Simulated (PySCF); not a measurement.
Stepwise substitution at one centre (B OH-I). All species are isolated molecules in the gas phase. One relaxed conformer stands for each flexible species; it need not be the lowest. Strings in code marks are SMILES.

The LUMO from two functionals at the same geometries (PBE0-D3(BJ)/def2-TZVP), both in PySCF: PBE-D3(BJ)/def2-TZVP and PBE0-D3(BJ)/def2-TZVP. 

```tsv
species	PBE-D3(BJ)/def2-TZVP (eV)
1 of 3 OH replaced by I	-1.17
2 of 3 OH replaced by I	-1.99
3 of 3 OH replaced by I (`IB(I)I`)	-3.23
```

**Question.** What does PBE0-D3(BJ)/def2-TZVP give for each?

**Answer.** 
- 1 of 3 OH replaced by I: -0.31
- 2 of 3 OH replaced by I: -1.12
- 3 of 3 OH replaced by I (`IB(I)I`): -2.51
Over these rows, drawn at random from the members with no instability flagged (it was tested for open shells, ions and some series alone), PBE minus PBE0-D3(BJ): mean -0.82 eV, from -0.87 eV to -0.72 eV.
